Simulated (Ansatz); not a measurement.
# Dissociation curves of BeH2 (beryllium dihydride)

BeH2: 3 atoms, total charge 0, spin state singlet. SMILES: `[BeH2]`. Geometry: a GFN2-xTB relaxation, a rough one for these elements and not checked as a minimum.

| atom | x (Å) | y (Å) | z (Å) |
| --- | --- | --- | --- |
| Be | 0.0006 | -0.0003 | 0.0003 |
| H | 0.7106 | 0.9422 | 0.4936 |
| H | -0.7112 | -0.9418 | -0.4939 |

The Be1–H2 distance is scanned; the parts on either side stay rigid. Basis cc-pVDZ; program Ansatz 0.2.0. FCI is exact within this basis and core. Energies in eV from each method's value at 1.279 Å; methods without a U are spin-restricted. The shape above is that at 1.279 Å.

```
distance (Å)  SVWN5   PBE  revPBE  r2SCAN0  CAM-B3LYP   MP2  CCSD(T)
       1.279   0.00  0.00    0.00     0.00       0.00  0.00     0.00
       1.599   0.27  0.30    0.29     0.35       0.36  0.36     0.34
       1.918   1.11  1.15    1.14     1.27       1.29  1.31     1.24
       2.558   2.80  2.85    2.83     3.13       3.18  3.22     2.87
       3.197   3.98  4.01    3.98     4.48       4.58  4.55     3.69
```

(1) Estimate the FCI curve, and say how far off each method is.

Results:

(1) 
| distance (Å) | FCI |
| --- | --- |
| 1.279 | 0.00 |
| 1.599 | 0.34 |
| 1.918 | 1.23 |
| 2.558 | 2.86 |
| 3.197 | 3.69 |

Departure from the FCI curve at its largest: SVWN5 +0.29 eV at 3.20 Å; PBE +0.33 eV at 3.20 Å; revPBE +0.30 eV at 3.20 Å; r2SCAN0 +0.79 eV at 3.20 Å; CAM-B3LYP +0.89 eV at 3.20 Å; MP2 +0.87 eV at 3.20 Å; CCSD(T) +0.01 eV at 2.56 Å. For the functionals part of the departure is owed to the small basis.
